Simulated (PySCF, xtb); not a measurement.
C2H4N, SMILES C=N[CH2], multiplicity 2.

Harmonic wavenumbers (cm⁻¹) from GFN2-xTB (xtb 6.7.1) at its own minimum, in rising order: 335, 500, 667, 747, 779, 1047, 1102, 1247, 1396, 1454, 1610, 2967, 2978, 3106, 3108.

Task: What does PBE-D3(BJ)/def2-TZVP run with PySCF give at its own minimum? (The exact figures need the calculation; the answer reports its results.)

Result: 217, 453, 566, 826, 850, 1077, 1145, 1234, 1306, 1445, 1497, 2941, 2953, 3122, 3124. Paired by order, the mean absolute difference is 53 cm⁻¹ and the zero-point energies are 32.9 and 32.5 kcal/mol.
